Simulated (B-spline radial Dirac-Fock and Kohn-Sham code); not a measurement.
# Satellites and hypersatellites of the K lines of W³⁺

System: W³⁺, [Xe] 4f14 5d3, inside a Watson sphere of charge -3 and radius 1.6 Å (a model of the Madelung potential; inside it an electron's potential energy is raised by 27.0 eV).

Level of theory: relaxed Dirac-Fock hole states (ΔSCF) with Breit and QED corrections and a finite nucleus; a radial atomic solver. Each two-hole energy is an average over J within one jj subconfiguration, not an observable level; in light atoms, where LS coupling holds, the j-resolved values are not observed lines, and for a K spectator the Kα1 hypersatellite is nearly forbidden. Correlation and solid-state effects are left out.

Lines without a spectator: Kα2 (K-L2) 57977.5 eV, Kα1 (K-L3) 59314.9 eV, Kβ3 (K-M2) 66943.4 eV, Kβ1 (K-M3) 67236.3 eV. Shifts in eV with one spectator hole (a dash: not computed, or left out as unreliable):

| spectator hole | Kα2 | Kα1 | Kβ3 | Kβ1 |
| --- | --- | --- | --- | --- |
| K (1s) | +981.3 | +1055.4 | +1270.3 | +1287.6 |
| L2 (2p1/2) | +125.2 | +168.7 | – | +320.9 |
| L3 (2p3/2) | +94.5 | +103.8 | +241.6 | – |
| M2 (3p1/2) | – | +26.65 | +51.3 | +60.8 |
| M3 (3p3/2) | +14.54 | – | +43.5 | +44.1 |
| M4 (3d3/2) | +4.91 | +1.52 | – | – |
| M5 (3d5/2) | -0.48 | +3.56 | – | – |
